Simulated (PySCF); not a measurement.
C3H7ClOSi, SMILES C=C(Cl)[Si@@H](C)O.

Geometry optimised at TPSSh-D3(BJ)/def2-SVP. The structure was generated by enumeration; whether it is a known compound was not checked. One conformer was computed; it need not be the lowest.

Two levels are set side by side: PBE/def2-TZVP (PySCF) and ωB97X/def2-TZVP (PySCF). Same geometry, gas phase. Differences are taken from unrounded values.

```json
[
 {"quantity": "orbital gap (eV)", "ωB97X": "11.37", "PBE": "4.75", "PBE minus ωB97X": "-6.62"},
 {"quantity": "highest occupied level (eV)", "ωB97X": "-9.89", "PBE": "-6.37", "PBE minus ωB97X": "3.52"},
 {"quantity": "lowest empty level (eV)", "ωB97X": "1.48", "PBE": "-1.62", "PBE minus ωB97X": "-3.11"},
 {"quantity": "dipole moment (D)", "ωB97X": "1.41", "PBE": "1.27", "PBE minus ωB97X": "-0.14"},
 {"quantity": "mean polarisability (bohr³)", "ωB97X": "75.5", "PBE": "79.3", "PBE minus ωB97X": "3.9"}
]
```

Without exact exchange PBE keeps part of each electron's self-repulsion, which lifts occupied levels and narrows the gap. PBE's more diffuse valence density responds more strongly to a field. Differences between two approximate levels are no errors against the true value.

Rough cost on one machine, each run with all the roots and properties that it gave: ωB97X against PBE within a factor of 2.
